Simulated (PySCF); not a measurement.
C6H9BO2S.
Cartesian coordinates in Å at the PBE0-D3(BJ)/def2-SVP level; atoms count from 1:
```
atom  x, y, z in Å
C1    -1.8153   -1.7580    0.8626
O2    -1.7058   -0.3795    0.6665
B3    -0.5778    0.2928    0.3030
O4    -0.6966    1.6337    0.1042
C5    -1.9251    2.2916    0.2657
C6     0.8479   -0.3084    0.0606
C7     1.8752    0.4600   -0.5839
C8     3.0645   -0.2027   -0.6994
S9     2.9734   -1.7770   -0.0145
C10    1.3305   -1.5518    0.4177
H11   -1.3351   -2.0727    1.8052
H12   -1.3709   -2.3321    0.0327
H13   -2.8827   -2.0154    0.9275
H14   -2.7265    1.8123   -0.3195
H15   -2.2415    2.3009    1.3220
H16   -1.8057    3.3304   -0.0741
H17    1.7109    1.4766   -0.9426
H18    3.9931    0.1474   -1.1485
H19    0.8142   -2.3578    0.9350
```

All values: PBE0/pcSseg-1 (PySCF, non-relativistic), on one gas-phase PBE0-D3(BJ)/def2-SVP geometry that isn't relaxed in the solvent. The solvent is an IEF-PCM continuum (cavity from Bondi-type radii × 1.2). The model holds no explicit solvent molecules, cavitation or dispersion.

Gas phase at PBE0/pcSseg-1: HOMO -6.90 eV, LUMO -0.66 eV, dipole 1.41 D.

Task: What does the continuum do to the energy, the frontier levels and the dipole at PBE0/pcSseg-1 in cyclohexane and chloroform?

Result: 
| solvent | ε | E(solvent) − E(gas) (kcal/mol) | polarisation term (kcal/mol) | distortion of the solute (kcal/mol) | HOMO (eV) | LUMO (eV) | dipole (D) |
| --- | --- | --- | --- | --- | --- | --- | --- |
| cyclohexane | 2.017 | -1.96 | -2.05 | 0.09 | -6.93 | -0.69 | 1.56 |
| chloroform | 4.711 | -3.66 | -3.99 | 0.33 | -6.97 | -0.73 | 1.70 |

Polarisation term: ½ Σ q·V over the induced surface charges. Distortion: the rise of the solute's own energy as its density leaves the gas-phase optimum. From cyclohexane to chloroform the lowering changes by a factor 1.87, Onsager's factor (ε − 1)/(2ε + 1) by 1.76 and ε itself by 2.3.

Task: Which radius a makes the point-dipole formula ΔE = −[(ε − 1)/(2ε + 1)]·μ²/a³ give the value in chloroform, with the gas-phase dipole?

Result: μ = 0.554 au and |ΔE| = 0.00584 Eh give a = 1.40 Å; the farthest nucleus lies 4.34 Å from the centroid of the nuclei, so such a sphere wouldn't even hold the nuclei. The formula assumes a rigid point dipole at the centre of a sphere.

Task: Give the dipole vector in the frame of the coordinates (D, pointing from negative to positive charge), gas and chloroform.

Result: Gas (-1.11, -0.83, 0.24), solvent (-1.21, -1.14, 0.33). Its length changes by +21 % and its direction by 7°.

Task: Which IAO charges (PBE0/pcSseg-1) respond most in chloroform (means over atoms taken as equivalent)?

Result: 
```
   atoms                        environment  gas (e)  solvent (e)  change
     H19                  aromatic hydrogen   +0.161       +0.174  +0.013
      C7                 aromatic CH carbon   -0.154       -0.165  -0.011
     H18                  aromatic hydrogen   +0.171       +0.181  +0.010
   O2/O4                 boron-bound oxygen   -0.399       -0.406  -0.007
      C6        substituted aromatic carbon   -0.183       -0.189  -0.006
   C1/C5                     methoxy carbon   -0.191       -0.196  -0.005
      C8  aromatic CH next to a ring sulfur   -0.326       -0.331  -0.005
H11 (×6)                    methyl hydrogen   +0.138       +0.143  +0.005
```

Rough CPU time on one thread of a shared machine: about 60 s. This is the whole shielding run at PBE0/pcSseg-1 in chloroform, SCF included.
